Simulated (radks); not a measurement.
Trend from K to Kr: ionisation energy by Delta-SCF between NIST ground configurations, and size. All-electron calculation, Dirac Kohn-Sham, PBE, spin-unpolarised, spherical densities, finite nucleus; open shells are shared between the two j in proportion to 2j + 1; Fermi nuclear charge, rms radius of each element as measured or else 0.836 A^(1/3) + 0.57 fm. Program: a radial shooting solver on a logarithmic mesh with Libxc functionals.

species,configuration,configuration of the ion,IE (eV),NIST (eV),kind,-e(HOMO) (eV),outermost,<r> outermost (bohr)
K,[Ar] 4s1,[Ar],4.314,4.341,exp.,2.319 (4s1/2),4s1/2,5.01
Ca,[Ar] 4s2,[Ar] 4s1,6.309,6.113,exp.,3.766 (4s1/2),4s1/2,4.02
Sc,[Ar] 3d1 4s2,[Ar] 3d1 4s1,6.897,6.561,exp.,3.222 (3d5/2),4s1/2,3.72
Ti,[Ar] 3d2 4s2,[Ar] 3d2 4s1,7.347,6.828,exp.,4.241 (3d5/2),4s1/2,3.51
V,[Ar] 3d3 4s2,[Ar] 3d4,7.197,6.746,exp.,4.702 (4s1/2),4s1/2,3.35
Cr,[Ar] 3d5 4s1,[Ar] 3d5,6.901,6.767,exp.,2.883 (3d5/2),4s1/2,3.44
Mn,[Ar] 3d5 4s2,[Ar] 3d5 4s1,8.416,7.434,exp.,5.107 (4s1/2),4s1/2,3.09
Fe,[Ar] 3d6 4s2,[Ar] 3d6 4s1,8.729,7.902,exp.,5.292 (4s1/2),4s1/2,2.99
Co,[Ar] 3d7 4s2,[Ar] 3d8,6.471,7.881,exp.,5.470 (4s1/2),4s1/2,2.89
Ni,[Ar] 3d8 4s2,[Ar] 3d9,6.318,7.640,exp.,5.643 (4s1/2),4s1/2,2.81
Cu,[Ar] 3d10 4s1,[Ar] 3d10,8.149,7.726,exp.,4.610 (4s1/2),4s1/2,2.94
Zn,[Ar] 3d10 4s2,[Ar] 3d10 4s1,9.889,9.394,exp.,5.978 (4s1/2),4s1/2,2.65
Ga,[Ar] 3d10 4s2 4p1,[Ar] 3d10 4s2,5.690,5.999,exp.,2.542 (4p3/2),4p3/2,3.45
Ge,[Ar] 3d10 4s2 4p2,[Ar] 3d10 4s2 4p1,7.446,7.899,exp.,3.835 (4p3/2),4p3/2,2.92
As,[Ar] 3d10 4s2 4p3,[Ar] 3d10 4s2 4p2,9.152,9.789,exp.,5.106 (4p3/2),4p3/2,2.57
Se,[Ar] 3d10 4s2 4p4,[Ar] 3d10 4s2 4p3,10.849,9.752,exp.,6.389 (4p3/2),4p3/2,2.32
Br,[Ar] 3d10 4s2 4p5,[Ar] 3d10 4s2 4p4,12.560,11.814,exp.,7.699 (4p3/2),4p3/2,2.12
Kr,[Kr],[Ar] 3d10 4s2 4p5,14.296,14.000,exp.,9.041 (4p3/2),4p3/2,1.96

Reference values: NIST Atomic Spectra Database (measured). Spin polarisation and multiplet splitting are left out, so open shells lie too high by an amount that depends on their filling. Sharing an open shell by 2j + 1 raises it above the true ground level by a part of the spin-orbit splitting, which enters the differences from NIST.

Beside tabulated values, note that spin-unpolarised runs miss the spin-polarisation part of the exchange energy of open shells.
